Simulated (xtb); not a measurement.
O3W, triplet, from a rough starting geometry (GFN-xTB shapes and energies of metal compounds can be far from the true ones) (the multiplicity is a formal guess); GFN2-xTB (xtb).

Input for xtb:
```
$ xtb mol.xyz --gfn 2 --uhf 2 --opt vtight --json

# file mol.xyz
4

W     -0.02382478     0.00958201    -0.00215331
O      1.58067462    -0.35669547    -0.69901301
O     -0.48875571    -0.86686536     1.42901290
O     -1.02847066     1.12363200    -0.73055428
```

The log (banner, timings and long lists left out):

```
   ID    Z sym.   atoms
    1   74 W      1
    2    8 O      2-4

           -------------------------------------------------
          |                Calculation Setup                |
           -------------------------------------------------

           -------------------------------------------------
          |                 G F N 2 - x T B                 |
           -------------------------------------------------

          ...................................................
          :                      SETUP                      :
          :.................................................:
          :  # basis functions                  22          :
          :  # atomic orbitals                  21          :
          :  # shells                            9          :
          :  # electrons                        24          :
          :  max. iterations                   250          :
          :  Hamiltonian                  GFN2-xTB          :
          :  restarted?                      false          :
          :  GBSA solvation                  false          :
          :  PC potential                    false          :
          :  electronic temp.          300.0000000     K    :
          :  accuracy                    1.0000000          :
          :  -> integral cutoff          0.2500000E+02      :
          :  -> integral neglect         0.1000000E-07      :
          :  -> SCF convergence          0.1000000E-05 Eh   :
          :  -> wf. convergence          0.1000000E-03 e    :
          :  Broyden damping             0.4000000          :
          :  net charge                          0          :
          :  unpaired electrons                  2          :
          ...................................................

 iter      E             dE          RMSdq      gap      omega  full diag
   1      1.5469388  0.154694E+01  0.430E+01    1.32       0.0  T
   2     -8.8506837 -0.103976E+02  0.331E+01    0.26       1.0  T
   3    -11.4411180 -0.259043E+01  0.304E+01    0.03       1.0  T
   4    -11.8257043 -0.384586E+00  0.246E+01    0.18       1.0  T
   5    -12.0511056 -0.225401E+00  0.243E+01    0.09       1.0  T
   6    -12.4071154 -0.356010E+00  0.241E+01    0.11       1.0  T
   7    -12.6704985 -0.263383E+00  0.225E+01    0.27       1.0  T
   8    -13.0820368 -0.411538E+00  0.165E+01    0.46       1.0  T
   9    -13.1667781 -0.847412E-01  0.162E+01    0.48       1.0  T
  10    -13.1885073 -0.217292E-01  0.160E+01    0.48       1.0  T
  11    -12.8774240  0.311083E+00  0.166E+01    0.56       1.0  T
  12    -13.6622033 -0.784779E+00  0.119E+01    1.65       1.0  T
  13    -13.1616299  0.500573E+00  0.293E+01    3.01       1.0  T
  14    -14.2509808 -0.108935E+01  0.889E+00    2.21       1.0  T
  15    -14.4814051 -0.230424E+00  0.407E+00    2.85       1.0  T
  16    -14.4693856  0.120195E-01  0.413E+00    2.86       1.0  T
  17    -14.5300182 -0.606326E-01  0.289E+00    2.89       1.0  T
  18    -14.4054620  0.124556E+00  0.852E+00    3.29       1.0  T
  19    -12.7591234  0.164634E+01  0.325E+01    3.16       1.0  T
  20    -14.3658905 -0.160677E+01  0.634E+00    3.22       1.0  T
  21    -14.2313943  0.134496E+00  0.903E+00    3.31       1.0  T
  22    -14.3401841 -0.108790E+00  0.788E+00    3.28       1.0  T
  23    -14.5211731 -0.180989E+00  0.569E+00    3.17       1.0  T
  24    -14.5578904 -0.367174E-01  0.146E+00    2.98       1.0  T
  25    -14.5580564 -0.165968E-03  0.209E+00    3.02       1.0  T
  26    -14.5572964  0.759987E-03  0.192E+00    3.02       1.0  T
  27    -14.5568480  0.448466E-03  0.199E+00    3.02       1.0  T
  28    -14.5592835 -0.243558E-02  0.135E+00    2.99       1.0  T
  29    -14.5597903 -0.506801E-03  0.117E+00    2.99       1.0  T
  30    -14.5603468 -0.556490E-03  0.111E+00    2.98       1.0  T
  31    -14.5606961 -0.349304E-03  0.930E-01    2.98       1.0  T
  32    -14.5608598 -0.163690E-03  0.810E-01    2.97       1.0  T
[...]
         :: total energy             -14.513077773714 Eh    ::
 * total energy  :   -14.5130778 Eh     change       -0.7148966E-09 Eh
 * total energy  :   -14.5159554 Eh     change       -0.2877665E-02 Eh
 * total energy  :   -14.5169052 Eh     change       -0.9497433E-03 Eh
 * total energy  :   -14.5169343 Eh     change       -0.2916725E-04 Eh
 * total energy  :   -14.5169407 Eh     change       -0.6305655E-05 Eh
 * total energy  :   -14.5169420 Eh     change       -0.1352779E-05 Eh
 * total energy  :   -14.5169422 Eh     change       -0.1715222E-06 Eh
 * total energy  :   -14.5169422 Eh     change       -0.3359639E-07 Eh
   *** GEOMETRY OPTIMIZATION CONVERGED AFTER 8 ITERATIONS ***
         :: total energy             -14.516942213805 Eh    ::
[...]
           -------------------------------------------------

    * Orbital Energies and Occupations

         #    Occupation            Energy/Eh            Energy/eV
      -------------------------------------------------------------
         1        2.0000           -0.7761244             -21.1194
         2        2.0000           -0.7417501             -20.1840
         3        2.0000           -0.7417436             -20.1839
         4        2.0000           -0.5676980             -15.4478
         5        2.0000           -0.5271243             -14.3438
         6        2.0000           -0.5271228             -14.3437
         7        2.0000           -0.5242663             -14.2660
         8        2.0000           -0.5087231             -13.8431
         9        2.0000           -0.5087193             -13.8430
        10        1.9884           -0.4934787             -13.4282
        11        1.9883           -0.4934768             -13.4282
        12        1.0233           -0.4857097             -13.2168
        13        1.0000           -0.4141526             -11.2697 (HOMO)
        14                         -0.2913491              -7.9280 (LUMO)
        15                         -0.2913170              -7.9271
        16                         -0.1965053              -5.3472
        17                         -0.1590171              -4.3271
        18                         -0.1590105              -4.3269
        19                          0.1181315               3.2145
        20                          0.2916180               7.9353
        21                          0.2916466               7.9361
      -------------------------------------------------------------
                  HL-Gap            0.1228034 Eh            3.3417 eV
             Fermi-level           -0.4210048 Eh          -11.4561 eV

     #   Z          covCN         q      C6AA      α(0)
     1  74 W        2.490     1.076   390.691    43.595
     2   8 O        0.830    -0.359    20.887     6.127
     3   8 O        0.830    -0.359    20.887     6.127
     4   8 O        0.830    -0.359    20.887     6.127

 Mol. C6AA /au·bohr⁶  :       1083.264614
 Mol. C8AA /au·bohr⁸  :      95494.905819
 Mol. α(0) /au        :         61.974985

Wiberg/Mayer (AO) data.
largest (>0.10) Wiberg bond orders for each atom

 ---------------------------------------------------------------------------
     #   Z sym  total        # sym  WBO       # sym  WBO       # sym  WBO
 ---------------------------------------------------------------------------
     1  74 W    5.745 --     4 O    1.915     2 O    1.915     3 O    1.915
     2   8 O    2.353 --     1 W    1.915     4 O    0.219     3 O    0.219
     3   8 O    2.353 --     1 W    1.915     4 O    0.219     2 O    0.219
     4   8 O    2.353 --     1 W    1.915     2 O    0.219     3 O    0.219
 ---------------------------------------------------------------------------

Topologies differ in total number of bonds
Writing topology from bond orders to xtbtopo.mol

molecular dipole:
                 x           y           z       tot (Debye)
 q only:        0.009       0.017       0.013
   full:        0.007       0.012       0.010       0.044
molecular quadrupole (traceless):
                xx          xy          yy          xz          yz          zz
 q only:       -1.454       2.460       1.582       1.927       3.452      -0.128
  q+dip:       -1.348       2.281       1.467       1.786       3.200      -0.119
   full:       -1.328       2.247       1.446       1.760       3.154      -0.118

optimized geometry written to: xtbopt.xyz

           -------------------------------------------------
          | TOTAL ENERGY              -14.516942213805 Eh   |
          | GRADIENT NORM               0.000027956603 Eh/α |
          | HOMO-LUMO GAP               3.341651620878 eV   |
           -------------------------------------------------

normal termination of xtb
```
